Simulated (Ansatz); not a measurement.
Calculated with Ansatz (gas phase, PBE0-D4/def2-TZVP geometries, no zero-point term in ΔE). CCSD(T)/CBS is the MP2 limit (def2-TZVPP, def2-QZVPP) plus CCSD(T) − MP2 in def2-TZVPP, frozen cores. This one scheme is used for every species. Functionals use def2-TZVPP. For Ge outer-core shells are correlated without core-valence functions, which leaves a few kJ/mol of doubt a bond. Scalar relativity is left out up to krypton.

Consider the formal exchange of groups at a Ge–F bond: `[CH3][Ge]([F])([F])[Cl]` + CH₄ → `[CH3][Ge]([CH3])([F])[Cl]` + H–F.

```json
{"level": "r2SCAN-D4", "ΔE (kJ/mol)": "82.7"}
{"level": "PBE0-D4", "ΔE (kJ/mol)": "70.0"}
{"level": "MP2/CBS(def2)", "ΔE (kJ/mol)": "64.1"}
{"level": "CCSD/CBS(def2)", "ΔE (kJ/mol)": "68.7"}
```

What does CCSD(T)/CBS give? (An estimate is asked.)

Ansatz gave: +67.3 kJ/mol. The listed levels differ from it by 15.4, 2.7, -3.2, 1.4 kJ/mol.

Largest T1 diagnostic among the species: 0.011.

The D4 term adds −6.5 kJ/mol with B3LYP and −3.7 kJ/mol with PBE0; it sums over pairs of atoms, weighted by their polarisabilities, and B3LYP, whose exchange is more repulsive, gets the larger term. In def2-TZVPP, CCSD(T) changes the Hartree–Fock value by −23.0 kJ/mol (the triples alone add −1.4 kJ/mol) and MP2 by −26.1 kJ/mol.

B3LYP here is the variant with VWN-RPA as its local correlation; programs differ in this.
